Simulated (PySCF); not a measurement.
**C₁₀H₁₂: full NMR table**

```
Formula                               : C10H12
SMILES                                : C=C(C)c1cccc(C)c1
Point group of the computed structure : C1
Degrees of unsaturation               : 5
Carbon signals                        : 10
Proton signals                        : 8
```

Molfile (atoms numbered from 1):
```
C10H12
     RDKit          3D

 22 22  0  0  0  0  0  0  0  0999 V2000
   -2.4661    1.3264   -1.4203 C   0  0  0  0  0  0  0  0  0  0  0  0
   -1.8347    0.3030   -0.8234 C   0  0  0  0  0  0  0  0  0  0  0  0
   -2.5814   -0.9464   -0.4514 C   0  0  0  0  0  0  0  0  0  0  0  0
   -0.3820    0.3517   -0.5231 C   0  0  0  0  0  0  0  0  0  0  0  0
    0.2826    1.5736   -0.3325 C   0  0  0  0  0  0  0  0  0  0  0  0
    1.6448    1.6019   -0.0594 C   0  0  0  0  0  0  0  0  0  0  0  0
    2.3736    0.4177    0.0361 C   0  0  0  0  0  0  0  0  0  0  0  0
    1.7407   -0.8168   -0.1371 C   0  0  0  0  0  0  0  0  0  0  0  0
    2.5164   -2.1007   -0.0647 C   0  0  0  0  0  0  0  0  0  0  0  0
    0.3680   -0.8274   -0.4043 C   0  0  0  0  0  0  0  0  0  0  0  0
   -3.5401    1.2842   -1.6186 H   0  0  0  0  0  0  0  0  0  0  0  0
   -1.9368    2.2244   -1.7466 H   0  0  0  0  0  0  0  0  0  0  0  0
   -2.2581   -1.8045   -1.0635 H   0  0  0  0  0  0  0  0  0  0  0  0
   -3.6616   -0.8204   -0.6050 H   0  0  0  0  0  0  0  0  0  0  0  0
   -2.4050   -1.2205    0.6010 H   0  0  0  0  0  0  0  0  0  0  0  0
   -0.2818    2.5074   -0.3695 H   0  0  0  0  0  0  0  0  0  0  0  0
    2.1448    2.5611    0.0974 H   0  0  0  0  0  0  0  0  0  0  0  0
    3.4437    0.4510    0.2590 H   0  0  0  0  0  0  0  0  0  0  0  0
    1.8802   -2.9399    0.2523 H   0  0  0  0  0  0  0  0  0  0  0  0
    3.3584   -2.0242    0.6387 H   0  0  0  0  0  0  0  0  0  0  0  0
    2.9371   -2.3628   -1.0501 H   0  0  0  0  0  0  0  0  0  0  0  0
   -0.1249   -1.7935   -0.5357 H   0  0  0  0  0  0  0  0  0  0  0  0
  1  2  2  0
  2  3  1  0
  2  4  1  0
  4  5  1  0
  5  6  2  0
  6  7  1  0
  7  8  2  0
  8  9  1  0
  8 10  1  0
 10  4  2  0
  1 11  1  0
  1 12  1  0
  3 13  1  0
  3 14  1  0
  3 15  1  0
  5 16  1  0
  6 17  1  0
  7 18  1  0
  9 19  1  0
  9 20  1  0
  9 21  1  0
 10 22  1  0
M  END
```

Computed data (PySCF): PBE0-D3(BJ)/def2-SVP geometry, shieldings: GIAO KT2/pcSseg-1. Non-relativistic, rapidly exchanging positions averaged, one computed conformer, in vacuum.

Shifts are taken against calculated references (same method and geometry level): ¹H (31.18 ppm), ¹³C (183.22 ppm) against TMS.

| carbon | δC, type | δH (multiplicity) | HMBC from (2–3 bonds) | span of the C tensor (ppm) |
| --- | --- | --- | --- | --- |
| C1 | 109.2, CH2 | H11 5.15 (br s); H12 5.53 (br s) | H13/H14/H15 | 158 |
| C2 | 141.9, C | – | H16, H22, H12, H11, H13/H14/H15 | 214 |
| C3 | 23.3, CH3 | 2.12 (s) | H12, H11 | 38 |
| C4 | 135.4, C | – | H16, H17, H22, H12, H11, H13/H14/H15 | 196 |
| C5 | 117.4, CH | 7.23 (d) | H17, H18, H22 | 194 |
| C6 | 122.7, CH | 7.00 (m) | H16, H18 | 207 |
| C7 | 123.2, CH | 6.90 (m) | H16, H17, H22, H19/H20/H21 | 193 |
| C8 | 132.0, C | – | H17, H18, H22, H19/H20/H21 | 213 |
| C9 | 23.6, CH3 | 2.33 (s) | H18, H22 | 50 |
| C10 | 120.0, CH | 6.89 (s) | H16, H18, H19/H20/H21 | 181 |

- Carbon types of the structure: 3 × C, 4 × CH, 1 × CH2, 2 × CH3, which accounts for all hydrogens.
- δC 141.9: fully substituted alkene carbon; an sp2 carbon of a C=C bond.
- δC 135.4, 132.0: substituted aromatic carbon.
- δC 123.2, 122.7, 120.0, 117.4: aromatic CH.
- δC 109.2: terminal =CH2 carbon; the olefinic region.
- δH 2.33: hydrogen on a methyl carbon on an aromatic ring; benzylic-type position, deshielded by the ring.

Shifts are as computed. Against solution values, carbons near 30 ppm lie about +2 ppm off and those near 130 ppm about -5 ppm. Of 1211 compounds with measured shifts, 218 miss one by over three times the rms of a fit or turn the order of signals round; such compounds aren't used in these exercises. No couplings were computed; multiplicities are counted from neighbouring protons, with m where these are inequivalent, close in shift, in a saturated or five-membered ring or joined by F or P, and br s for small geminal =CH2 splittings.
